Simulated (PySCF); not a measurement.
Gas-phase reaction: SnH₃F + 2 F₂ = SnF₂ + 3 HF

Computed with PySCF and rigid-rotor harmonic-oscillator thermochemistry at 1 bar. † marks an energy on the PBE0/def2-TZVP geometry and frequencies; other levels use their own. MP2 and CCSD(T) freeze the core. All species are closed-shell singlets. Sn: scalar-relativistic def2 core potential, no spin-orbit coupling. SnH₃F: computed as isolated molecules; such fragments, hydroxides, amides, oligomers or adducts are transient or little studied in the gas. MP2 isn't extrapolated to the basis-set limit; its ΔH°(298 K) is -1152.0 kJ in def2-SVP and -1239.6 kJ in def2-TZVPP. CCSD(T) isn't extrapolated to the basis-set limit; its ΔH°(298 K) is -1090.7 kJ in def2-SVP and -1158.3 kJ in def2-TZVPP. The harmonic model lacks anharmonicity and excited electronic states, which grow with temperature; levels with a mode under 35 cm⁻¹ are left out.

```tsv
level	ΔE electronic, kJ	ΔH°(298 K), kJ	ΔS°(298 K), J/K	ΔG°(600 K), kJ
CCSD(T)/def2-TZVPP†	-1179	-1158	134	-1240
M06-2X/def2-TZVP†	-1210	-1189	134	-1271
MP2/def2-SVP†	-1172	-1152	134	-1234
PBE/def2-SVP	-1039	-1019	134	-1100
PBE/def2-TZVP†	-1125	-1105	134	-1187
PBE0/def2-QZVP†	-1191	-1171	134	-1253
r2SCAN/def2-TZVP†	-1149	-1129	134	-1210
```
ΔH° is lowest at M06-2X/def2-TZVP† and highest at PBE/def2-SVP. No reference value is set beside these.
